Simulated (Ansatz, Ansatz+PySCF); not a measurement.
```xyz
2

Si    0.0000    0.0000    0.0000
H     0.0000    0.0000    4.5600
```

Basis set: def2-SVP (spherical functions). Charge 0, multiplicity 2.

Computed with Ansatz (development build ahead of 0.2.0); each method stands on the lowest determinant of its kind that the runs found.

(1) Give the atomization energy at this shape (free ground-state atoms in the same class of orbitals less the molecule, no zero-point energy) of doublet SiH in separate pieces by PBE0 (unrestricted), UHF.

Results:

(1)

```json
{"method": "PBE0 (unrestricted)", "atomization energy": "0.14 kcal/mol"}
{"method": "UHF", "atomization energy": "0.07 kcal/mol"}
```

Caution: the shape is not the minimum; the unrestricted determinant is a mixture of spin states. Caution for PBE0 (unrestricted): charge can spread falsely over distant fragments.
